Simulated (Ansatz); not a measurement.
Other settings, tried on n-GeGeGeSiGeGeH14 (SiGe5H14).

```yaml
crystal:
  periodic: [false, false, false]
  atoms:
    - {symbol: Ge, position_ang: [2.274005, -0.287652, -1.499163]}
    - {symbol: Ge, position_ang: [1.640240, -1.420850, 0.566894]}
    - {symbol: Ge, position_ang: [1.050895, 0.245244, 2.252536]}
    - {symbol: Si, position_ang: [-0.646081, 1.671613, 1.344818]}
    - {symbol: Ge, position_ang: [-2.400917, 0.328058, 0.408884]}
    - {symbol: Ge, position_ang: [-1.970075, -0.315916, -1.905640]}
    - {symbol: H, position_ang: [1.290561, 0.880039, -1.781034]}
    - {symbol: H, position_ang: [2.252882, -1.253864, -2.713113]}
    - {symbol: H, position_ang: [3.701579, 0.306316, -1.355407]}
    - {symbol: H, position_ang: [0.400795, -2.325834, 0.316339]}
    - {symbol: H, position_ang: [2.802376, -2.330792, 1.055395]}
    - {symbol: H, position_ang: [0.510125, -0.455439, 3.532458]}
    - {symbol: H, position_ang: [2.315218, 1.060850, 2.649052]}
    - {symbol: H, position_ang: [-1.204241, 2.579894, 2.411457]}
    - {symbol: H, position_ang: [-0.050480, 2.534498, 0.261562]}
    - {symbol: H, position_ang: [-2.585010, -0.954967, 1.270080]}
    - {symbol: H, position_ang: [-3.747949, 1.106728, 0.447146]}
    - {symbol: H, position_ang: [-0.776722, -1.303210, -1.998384]}
    - {symbol: H, position_ang: [-1.635233, 0.940904, -2.751525]}
    - {symbol: H, position_ang: [-3.221968, -1.005597, -2.512368]}
basis:
  gaussian: {orbitals: def2-TZVP, fitting: {mean_field: def2-universal-jkfit}}
hamiltonian: {xc: {name: B3LYP}, dispersion: d3bj}
scf: {omitted_lower_state_checks: [starts]}
output: {forces: true}
```

```sh
$ ansatz run in.yaml --threads 4 --pin off --events-out ev --progress --plain --max-ram 6963MiB
```

It prints (some lines left out):

```
Functional definition: B3LYP
1710 factors; integrals over basis functions are off by at most 6.3e-1 eV
mean field evaluation 1: about -290703.5183 eV, gradient 4.1e1 eV
mean field evaluation 2: about -290704.1282 eV, gradient 4.2e1 eV
mean field evaluation 4: about -290705.3257 eV, gradient 1.0e0 eV
mean field evaluation 8: about -290705.3149 eV, gradient 2.1e-2 eV
mean field -290705.31489458 eV, -10683.2232752360 hartree, gradient 6.4e-5 eV, S^2 0.000000; 0 other end points of the search recorded, 0 dependent functions left out
reference -290705.31532116 eV, -10683.2232909127 hartree; 94, 94 occupied and 267, 267 virtual orbitals, 1710 factors
Total energy: -290706.55457080 eV, -10683.2688324971 hartree
Atom 0 at     2.274005    -0.287652    -1.499163 Å, force     0.042262     0.082648    -0.175849 eV/Å
Atom 1 at     1.640240    -1.420850     0.566894 Å, force    -0.015173    -0.215894     0.041594 eV/Å
Atom 2 at     1.050895     0.245244     2.252536 Å, force     0.040494     0.042670     0.183667 eV/Å
Atom 3 at    -0.646081     1.671613     1.344818 Å, force     0.009030     0.391412     0.003964 eV/Å
Atom 4 at    -2.400917     0.328058     0.408884 Å, force    -0.141501    -0.025020     0.131868 eV/Å
Atom 5 at    -1.970075    -0.315916    -1.905640 Å, force     0.044748    -0.063538    -0.179771 eV/Å
Atom 6 at     1.290561     0.880039    -1.781034 Å, force     0.137800    -0.163036     0.039077 eV/Å
Atom 7 at     2.252882    -1.253864    -2.713113 Å, force     0.009862     0.139743     0.160993 eV/Å
Atom 8 at     3.701579     0.306316    -1.355407 Å, force    -0.194772    -0.076588    -0.020065 eV/Å
Atom 9 at     0.400795    -2.325834     0.316339 Å, force     0.175842     0.122733     0.028537 eV/Å
Atom 10 at     2.802376    -2.330792     1.055395 Å, force    -0.155229     0.116444    -0.069473 eV/Å
Atom 11 at     0.510125    -0.455439     3.532458 Å, force     0.082631     0.098602    -0.175324 eV/Å
Atom 12 at     2.315218     1.060850     2.649052 Å, force    -0.171859    -0.113456    -0.051247 eV/Å
Atom 13 at    -1.204241     2.579894     2.411457 Å, force     0.143352    -0.233747    -0.273252 eV/Å
Atom 14 at    -0.050480     2.534498     0.261562 Å, force    -0.159466    -0.232853     0.283602 eV/Å
Atom 15 at    -2.585010    -0.954967     1.270080 Å, force     0.019286     0.175382    -0.116487 eV/Å
Atom 16 at    -3.747949     1.106728     0.447146 Å, force     0.177018    -0.105972    -0.003730 eV/Å
Atom 17 at    -0.776722    -1.303210    -1.998384 Å, force    -0.171288     0.142796     0.009582 eV/Å
Atom 18 at    -1.635233     0.940904    -2.751525 Å, force    -0.043186    -0.173833     0.107706 eV/Å
Atom 19 at    -3.221968    -1.005597    -2.512368 Å, force     0.170150     0.091510     0.074607 eV/Å
Dipole moment:     0.006629     0.015644     0.025135 e Å
Checks for a lower state left out: starts
```

Run time 23 s (4 threads of Arm Neoverse V1 on a shared host), peak host memory 1.8 GiB.

B3LYP takes the VWN-RPA correlation.
